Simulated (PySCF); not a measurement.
**Electron correlation in Ne (neon, neutral)**

[Ne], closed-shell 1S. All numbers are calculated (PySCF 2.14, the non-relativistic Hamiltonian (point nucleus), in def2-SVP (3s2p1d, 14 functions)). Frozen: 1s2; 8 electrons correlated.

MP2 pair energies summed by pair of shells (mhartree):

| pair | energy | share (%) |
| --- | --- | --- |
| 2p-2p | -140.24 | 76.4 |
| 2s-2p | -36.27 | 19.8 |
| 2s-2s | -7.07 | 3.8 |

Total MP2 correlation energy: -183.58 mhartree.

Same-spin part -50.68 and opposite-spin part -132.90 mhartree; SCS-MP2 scales them by 1/3 and 6/5 to -176.37 mhartree.

```csv
level,correlation energy (mhartree)
CCSD,-187.32
(T),-1.03
CCSD(T),-188.35
```

Diagnostics: T1 = 0.0030, D1 = 0.0043, largest double amplitude 0.042.

Cost of the coupled-cluster step: 0.07 s of wall time on 1 thread of Neoverse-N1 (shared host), for 8 correlated electrons.

Iterations:

```
CC2 = 0
CCSD nocc = 4, nmo = 13
frozen orbitals [0]
max_cycle = 100
direct = 0
conv_tol = 1e-08
conv_tol_normt = 1e-06
diis_space = 8
diis_start_cycle = 0
Init t2, MP2 energy = -128.55998260136  E_corr(MP2) -0.18357579132884
Init E_corr(CCSD) = -0.183575791328862
cycle = 1  E_corr(CCSD) = -0.185611842051512  dE = -0.00203605072  norm(t1,t2) = 0.0124678
cycle = 2  E_corr(CCSD) = -0.187006877301213  dE = -0.00139503525  norm(t1,t2) = 0.00299462
cycle = 3  E_corr(CCSD) = -0.187263312363869  dE = -0.000256435063  norm(t1,t2) = 0.000814018
cycle = 4  E_corr(CCSD) = -0.187318245081701  dE = -5.49327178e-05  norm(t1,t2) = 0.000138413
cycle = 5  E_corr(CCSD) = -0.18731580172337  dE = 2.44335833e-06  norm(t1,t2) = 1.32754e-05
cycle = 6  E_corr(CCSD) = -0.187315930788395  dE = -1.29065025e-07  norm(t1,t2) = 1.09604e-06
cycle = 7  E_corr(CCSD) = -0.187315920174251  dE = 1.06141438e-08  norm(t1,t2) = 5.16818e-08
cycle = 8  E_corr(CCSD) = -0.187315919978933  dE = 1.95317817e-10  norm(t1,t2) = 4.73865e-09
CCSD converged
E(CCSD) = -128.5637227300101  E_corr = -0.1873159199789333
CCSD(T) correction = -0.0010325660605902
```
